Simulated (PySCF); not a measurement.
O⁺ (oxygen, charge +1) across methods

[He] 2s2 2p2 3s1, high-spin 4P determinant (an excited configuration). Computed with PySCF 2.14 in x2c-QZVPPall with one added diffuse shell each of s, p, d, f type (8s5p4d3f1g, 73 functions), with the spin-free X2C one-electron Hamiltonian (Gaussian nucleus). The B2PLYP total includes its PT2 part (frozen core); its orbital energies are those of the SCF part.

| method | E (hartree) | mean ε 2s β (eV) | mean ε 2p α (eV) | mean ε 3s α (eV) | Σ⟨r²⟩ (bohr²) | ⟨S²⟩ |
| --- | --- | --- | --- | --- | --- | --- |
| B2PLYP | -73.7619 | -50.547 | -41.895 | -10.720 | 17.86 | 3.752 |
| UHF | -73.59265 | -53.382 | -46.890 | -11.808 | 18.08 | 3.754 |
| wB97M-V | -73.7852 | -51.451 | -41.148 | -11.742 | 17.79 | 3.751 |
| r2SCAN | -73.7517 | -46.749 | -37.270 | -9.635 | 17.98 | 3.753 |
| revPBE | -73.7744 | -46.418 | -36.122 | -9.567 | 17.89 | 3.751 |
| LDA | -73.2148 | -46.234 | -36.076 | -9.610 | 17.75 | 3.751 |
| PBE | -73.7095 | -46.379 | -36.134 | -9.579 | 17.82 | 3.751 |
| PBE0 | -73.7205 | -48.545 | -38.971 | -10.235 | 17.88 | 3.752 |
| r2SCAN0 | -73.7548 | -48.732 | -39.793 | -10.244 | 17.94 | 3.753 |

The outer electron is Rydberg-like, and this basis confines it to a smaller radius and binds it less than a complete one would.
